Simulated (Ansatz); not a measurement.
C3H9BO3, triplet, at a GFN2-xTB geometry (a higher spin typed on purpose: for a closed-shell molecule this is an excited state); PBE/3-21G run with Ansatz (a first-principles code).

Input for Ansatz:
Ansatz 0.2 input:
```yaml
crystal:
  periodic: [false, false, false]
  atoms:
    - {symbol: B, position_ang: [-0.50037593, 0.35513547, 0.52856543]}
    - {symbol: O, position_ang: [0.88825787, 0.87656239, 0.24811179]}
    - {symbol: C, position_ang: [1.08572997, 2.22826773, 0.07685660]}
    - {symbol: H, position_ang: [0.86040822, 2.79175450, 0.99271732]}
    - {symbol: H, position_ang: [2.12597834, 2.38737002, -0.22267060]}
    - {symbol: H, position_ang: [0.43259254, 2.61507008, -0.71802856]}
    - {symbol: O, position_ang: [-0.43931359, -0.97239146, 1.10454057]}
    - {symbol: C, position_ang: [0.71266937, -1.72533019, 0.93342794]}
    - {symbol: H, position_ang: [1.58828818, -1.15805606, 1.27703718]}
    - {symbol: H, position_ang: [0.60419229, -2.65897979, 1.48994227]}
    - {symbol: H, position_ang: [0.89283781, -1.95286996, -0.13068918]}
    - {symbol: O, position_ang: [-0.99676070, 0.32710654, -0.91042295]}
    - {symbol: C, position_ang: [-1.14672262, -0.85682507, -1.59046218]}
    - {symbol: H, position_ang: [-0.16750167, -1.31479700, -1.82019329]}
    - {symbol: H, position_ang: [-1.73558629, -1.58554706, -1.01973395]}
    - {symbol: H, position_ang: [-1.62685866, -0.62651693, -2.54797756]}
basis:
  gaussian:
    orbitals: 3-21G.json
    symmetry_tolerance_ang: 0.01
hamiltonian:
  xc: pbe
magnetization: {spin_polarized: true, initial_magnetization: 2}
```
The basis file holds 3-21G in the JSON format of the Basis Set Exchange.

**Question.** Write the output that Ansatz gives for this input, abridged.

**Answer.** 
```
Functional definition: PBE
1066 factors; their error is unknown
mean field evaluation 1: about -9999.3686 eV, gradient 4.0e1 eV
mean field evaluation 2: about -9981.0656 eV, gradient 7.3e1 eV
mean field evaluation 4: about -10005.7480 eV, gradient 5.9e0 eV
mean field evaluation 8: about -10005.7481 eV, gradient 5.9e0 eV
mean field evaluation 16: about -10005.8324 eV, gradient 2.1e-5 eV
mean field evaluation 32: about -10005.7134 eV, gradient 3.1e-1 eV
a density is far from that of the atoms, so the factors are made again for it
1040 factors; integrals over basis functions are off by at most 6.8e-5 eV
mean field -10005.83029406 eV, -367.7074811112 hartree, gradient 1.7e-5 eV, S^2 2.001913; 0 other end points of the search recorded, 0 dependent functions left out
reference -10005.83032609 eV, -367.7074822885 hartree; 29, 27 occupied and 52, 54 virtual orbitals, 1040 factors
Total energy: -10005.83032609 eV, -367.7074822885 hartree
```
